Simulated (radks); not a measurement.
Q: All-electron calculation, non-relativistic Kohn-Sham, LB94 model potential, spin-polarised, spherical densities, point nucleus; open shells are filled with parallel spins first (spin-orbit coupling, left out, can overturn this in heavy ions). Program: a radial shooting solver on a logarithmic mesh with Libxc functionals. Response by self-consistent Sternheimer equations with the Hartree and adiabatic LDA kernel. For heavy and open-shell atoms this level of theory can miss by tens of per cent. Rank Mo+, He+, Tl+, Zr, Tc+, I+ (NIST ground configurations) by static dipole polarisability, largest first.

A: Zr 99.74, Tc+ 31.46, Tl+ 25.11, I+ 20.22, Mo+ 18.16, He+ 0.3057 bohr^3.
